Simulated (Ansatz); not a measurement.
CsI, triplet, at the geometry of the source list (a higher spin typed on purpose: for a closed-shell molecule this is an excited state) (core potentials on Cs, I); WB97X/def2-SVP (Ansatz, a first-principles code).

Ansatz was given this input:
Ansatz 0.2 input:
```yaml
crystal:
  periodic: [false, false, false]
  atoms:
    - {symbol: Cs, position_ang: [-1.12140000, -0.79660000, -0.95550000]}
    - {symbol: I, position_ang: [1.12140000, 0.79660000, 0.95550000]}
basis:
  gaussian:
    orbitals: def2-SVP
hamiltonian:
  xc: {name: wB97X}
magnetization: {spin_polarized: true, initial_magnetization: 2}
```

**Question.** What does Ansatz print? Leave out banner, timings and long lists.

**Answer.** 
```
Functional definition: wB97X
558 factors; integrals over basis functions are off by at most 3.5e-4 eV
180 factors; integrals over basis functions are off by at most 5.1e-5 eV
mean field evaluation 1: about -8648.7234 eV, gradient 3.1e0 eV
mean field evaluation 2: about -8648.8522 eV, gradient 9.1e-1 eV
mean field evaluation 4: about -8648.8848 eV, gradient 3.6e-1 eV
mean field evaluation 8: about -8648.8893 eV, gradient 1.5e-2 eV
mean field evaluation 16: about -8648.8893 eV, gradient 3.8e-4 eV
mean field evaluation 32: about -8648.9272 eV, gradient 2.2e-1 eV
mean field evaluation 64: about -8648.4027 eV, gradient 2.1e0 eV
mean field -8648.93847095 eV, -317.8426263463 hartree, gradient 3.3e-6 eV, S^2 2.002221; 7 other end points of the search recorded, 0 dependent functions left out
reference -8648.93848660 eV, -317.8426269214 hartree; 18, 16 occupied and 32, 34 virtual orbitals, 558 factors
Total energy: -8648.93848660 eV, -317.8426269214 hartree
```
